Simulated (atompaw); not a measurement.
**What one change does to a pseudopotential (nickel, PAW (atompaw))**

atompaw 4.2.0.5 input, output lines left out:

```
Ni 28
GGA-PBE scalarrelativistic loggrid 1500 logderivrange -3 5 201
4 4 3 0 0 0
4 1 0
3 2 8
0 0 0
c
c
c
v
c
c
v
v
2
3.00 2.85 2.45 2.10
y
4.45
n
y
0.6
n
y
1.4
n
custom polynom gramschmidtortho sinc
bessel
3.00
1.70
3.00
3.00
1.10
1.10
```

Change: all radii scaled by about 1.13 (s 3.40, p 3.40, d 1.24 bohr); local potential bessel scheme, radius 2.78 bohr; augmentation sinc compensation charge, radius 3.24 bohr; PAW radius 3.40 bohr; waves and projectors: custom polynom gramschmidtortho; core correction smooth core density matched at 2.38 bohr.

Cutoffs: the cutoffs (Ry, on a coarse ladder) from which the occupation-weighted sum of valence levels, in a spherical-Bessel basis at the reference potential, stays within 10 and 1 mRy of its value at 400 Ry; they do not see the model core or the augmentation charge, which bear on the density cutoff.

Q: What does the change do?

A: The potential gets softer (140 Ry and 200 Ry → 100 Ry and 160 Ry); neither file shows a bound ghost. A larger radius leaves more room for a smooth pseudo-wave, so fewer plane waves are needed.

```csv
quantity,base,changed
"cutoff, loose",140 Ry,100 Ry
"cutoff, tight",200 Ry,160 Ry
loose cutoff by channel (10 mRy a level),"s 6 Ry, d 70 Ry","s 6 Ry, d 55 Ry"
bound ghosts,none,none
lowest overlap eigenvalue by channel,"s 0.69, p 0.68, d 1.00","s 0.48, p 0.85, d 1.00"
```

 The cutoffs see the waves, projectors and local potential, not the compensation charge or the core.
